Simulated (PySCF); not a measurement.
# Calculated NMR parameters of CN=P1(C)CCCCC1

- Formula: C7H16NP
- SMILES: CN=P1(C)CCCCC1
- InChI: InChI=1S/C7H16NP/c1-8-9(2)6-4-3-5-7-9/h3-7H2,1-2H3
- Point group of the computed structure: C1
- Carbon signals: 5
- Proton signals: 8

Molfile (atoms numbered from 1):
```
C7H16NP
     RDKit          3D

 25 25  0  0  0  0  0  0  0  0999 V2000
    2.2698   -1.2083    1.5909 C   0  0  0  0  0  0  0  0  0  0  0  0
    1.2429   -0.2092    1.3833 N   0  0  0  0  0  0  0  0  0  0  0  0
    0.7307    0.3369    0.0154 P   0  0  0  0  0  5  0  0  0  0  0  0
    1.9051    1.2111   -1.1295 C   0  0  0  0  0  0  0  0  0  0  0  0
   -0.1861   -0.7851   -1.1550 C   0  0  0  0  0  0  0  0  0  0  0  0
   -1.4029   -1.3060   -0.4008 C   0  0  0  0  0  0  0  0  0  0  0  0
   -2.3713   -0.1810   -0.0419 C   0  0  0  0  0  0  0  0  0  0  0  0
   -1.7776    0.7917    0.9748 C   0  0  0  0  0  0  0  0  0  0  0  0
   -0.5739    1.5434    0.4177 C   0  0  0  0  0  0  0  0  0  0  0  0
    3.2335   -0.9342    1.1492 H   0  0  0  0  0  0  0  0  0  0  0  0
    1.9911   -2.1955    1.2067 H   0  0  0  0  0  0  0  0  0  0  0  0
    2.4083   -1.2954    2.6705 H   0  0  0  0  0  0  0  0  0  0  0  0
    2.6307    0.4882   -1.5017 H   0  0  0  0  0  0  0  0  0  0  0  0
    1.3963    1.6747   -1.9699 H   0  0  0  0  0  0  0  0  0  0  0  0
    2.4323    1.9684   -0.5509 H   0  0  0  0  0  0  0  0  0  0  0  0
    0.4726   -1.6095   -1.4438 H   0  0  0  0  0  0  0  0  0  0  0  0
   -0.4824   -0.2492   -2.0581 H   0  0  0  0  0  0  0  0  0  0  0  0
   -1.9219   -2.0577   -1.0023 H   0  0  0  0  0  0  0  0  0  0  0  0
   -1.0622   -1.7847    0.5217 H   0  0  0  0  0  0  0  0  0  0  0  0
   -2.6521    0.3622   -0.9491 H   0  0  0  0  0  0  0  0  0  0  0  0
   -3.2810   -0.6173    0.3771 H   0  0  0  0  0  0  0  0  0  0  0  0
   -1.4517    0.2371    1.8566 H   0  0  0  0  0  0  0  0  0  0  0  0
   -2.5455    1.5066    1.2832 H   0  0  0  0  0  0  0  0  0  0  0  0
   -0.8426    2.1055   -0.4809 H   0  0  0  0  0  0  0  0  0  0  0  0
   -0.1732    2.2314    1.1647 H   0  0  0  0  0  0  0  0  0  0  0  0
  1  2  1  0
  2  3  2  0
  3  4  1  0
  3  5  1  0
  5  6  1  0
  6  7  1  0
  7  8  1  0
  8  9  1  0
  9  3  1  0
  1 10  1  0
  1 11  1  0
  1 12  1  0
  4 13  1  0
  4 14  1  0
  4 15  1  0
  5 16  1  0
  5 17  1  0
  6 18  1  0
  6 19  1  0
  7 20  1  0
  7 21  1  0
  8 22  1  0
  8 23  1  0
  9 24  1  0
  9 25  1  0
M  END
```

[PySCF: geometry from GFN2-xTB; GIAO PBE0/pcSseg-1 shieldings; single conformer; fast rotation and ring inversion assumed for equivalent nuclei; isolated molecule; no relativistic terms]

Shifts are taken against calculated references (same method and geometry level): $^{1}$H (31.72 ppm), $^{13}$C (186.93 ppm) vs TMS; H3PO4 for $^{31}$P (318.38 ppm); $^{15}$N (267.73 ppm) vs NH3.

```tsv
carbon	δC, type	δH (multiplicity)	HMBC from (2–3 bonds)	span of the C tensor (ppm)
C1	33.3, CH3	3.10 (m)	–	52
C4	18.6, CH3	1.15 (m)	H16/H25, H17/H24	46
C5/C9	33.4, CH2	H16 1.95 (m); H17 1.08 (m)	H19/H22, H16/H25, H21, H18/H23, H13/H14/H15, H17/H24, H20	27
C6/C8	25.1, CH2	H18 1.76 (m); H19 2.21 (m)	H19/H22, H16/H25, H21, H18/H23, H17/H24, H20	19
C7	32.7, CH2	H20 0.98 (m); H21 1.79 (m)	H19/H22, H16/H25, H18/H23, H17/H24	9
```

Other nuclei:
| atoms | nucleus | environment | δ (ppm) | σ (ppm) |
| --- | --- | --- | --- | --- |
| P3 | $^{31}$P | phosphorus bonded to 3 C, N, in a 6-membered ring | -29.1 | 347.5 |
| N2 | $^{15}$N | nitrogen bonded to C, P | 44.6 | 223.1 |

- δC 33.4: sp3 CH2 bonded to P.
- δC 33.3: methyl carbon bonded to N; pulled downfield by the heteroatom.
- δC 32.7, 25.1: sp3 CH2 in a ring; a saturated carbon with 2 carbon neighbours and no heteroatom attached.
- δH 3.10: hydrogen on a methyl carbon bonded to N; its carbon carries N, hence the downfield position.
- δH 2.21, 1.79, 1.76, 0.98: hydrogen on an sp3 CH2 in a ring.

Splittings by $^{31}$P in the carbon and heteronuclear signals aren't shown, as no couplings were computed. Shifts are as computed. Against solution values, carbons near 30 ppm lie about +3 ppm off and those near 130 ppm about +5 ppm. Of 1211 compounds with measured shifts, 218 miss one by over three times the rms of a fit or turn the order of signals round; such compounds aren't used in these exercises. Experimental scales use liquid or dissolved standards, which lie at an offset from isolated NH3 (liquid NH3: subtract about 20 ppm) and H3PO4. No couplings were computed; multiplicities are counted from neighbouring protons, with m where these are inequivalent, close in shift, in a saturated or five-membered ring or joined by F or P, and br s for small geminal =CH2 splittings.
